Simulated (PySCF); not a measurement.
# MoO3: breathing scan

These are results of PySCF, PBE, basis Mo def2-TZVP with ECP28, O def2-TZVP (scalar-relativistic core potentials, no spin–orbit coupling, density fitting), not measurements.

Rigid scan from the singlet minimum (Mo–O 1.717 Å (×3); O–Mo–O 108.9° (×3)). Coordinate: all bonds to the central atom scaled together. Energies in kJ/mol from the minimum.

```json
{"scale of all bonds to the centre": "0.88", "E (kJ/mol)": "476.5", "dipole size (D)": "4.68"}
{"scale of all bonds to the centre": "0.92", "E (kJ/mol)": "186.3", "dipole size (D)": "4.81"}
{"scale of all bonds to the centre": "0.96", "E (kJ/mol)": "41.0", "dipole size (D)": "4.91"}
{"scale of all bonds to the centre": "1.00", "E (kJ/mol)": "0.0", "dipole size (D)": "4.98"}
{"scale of all bonds to the centre": "1.04", "E (kJ/mol)": "32.0", "dipole size (D)": "5.04"}
{"scale of all bonds to the centre": "1.08", "E (kJ/mol)": "113.7", "dipole size (D)": "5.08"}
{"scale of all bonds to the centre": "1.14", "E (kJ/mol)": "292.3", "dipole size (D)": "5.13"}
{"scale of all bonds to the centre": "1.22", "E (kJ/mol)": "577.4", "dipole size (D)": "5.18"}
{"scale of all bonds to the centre": "1.35", "E (kJ/mol)": "1042.1", "dipole size (D)": "5.24"}
```

At long bonds a restricted determinant can lie too high, and another spin state can fall below this curve.
